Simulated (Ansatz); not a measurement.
Consider the redistribution: `S[SiH2]Cl` + `SCOBCl` → `SCO[SiH2]S` + `ClBCl`.

Calculated with Ansatz (gas phase, PBE0-D4/def2-TZVP geometries, no zero-point term in ΔE). CBS: MP2 limit from def2 TZ/QZ plus the TZ coupled-cluster correction, frozen cores. This one scheme is used for every species. Functionals use def2-TZVPP. B3LYP here is the variant with VWN-RPA as its local correlation; programs differ in this. One conformer a species, not always the lowest.

| level | ΔE (kJ/mol) | difference from CCSD(T)/CBS |
| --- | --- | --- |
| PBE-D4 | 49.2 | -0.1 |
| r2SCAN-D4 | 49.9 | 0.6 |
| PBE0-D4 | 51.1 | 1.8 |
| B3LYP-D4 | 48.6 | -0.7 |
| ωB97X-V | 50.9 | 1.6 |
| ωB97M-V | 51.6 | 2.3 |
| B2PLYP | 51.9 | 2.6 |
| PBE | 53.3 | 4.0 |
| PBE0 | 54.9 | 5.6 |
| B3LYP | 55.3 | 6.0 |
| SCS-MP2/def2-TZVPP | 48.3 | -1.0 |
| CCSD/def2-TZVPP | 50.5 | 1.2 |
| CCSD(T)/def2-TZVPP | 48.6 | -0.7 |
| HF/def2-QZVPP | 59.1 | 9.8 |
| SCS-MP2/def2-QZVPP | 49.0 | -0.3 |
| HF/CBS(def2) | 59.1 | 9.8 |
| CCSD(T)/CBS | 49.3 | 0 |

Largest T1 diagnostic among the species: 0.013.

The D4 term adds −6.7 kJ/mol with B3LYP and −3.8 kJ/mol with PBE0; it sums over pairs of atoms, weighted by their polarisabilities, and B3LYP, whose exchange is more repulsive, gets the larger term. In def2-TZVPP, CCSD(T) changes the Hartree–Fock value by −10.5 kJ/mol (the triples alone add −1.9 kJ/mol) and MP2 by −12.2 kJ/mol.
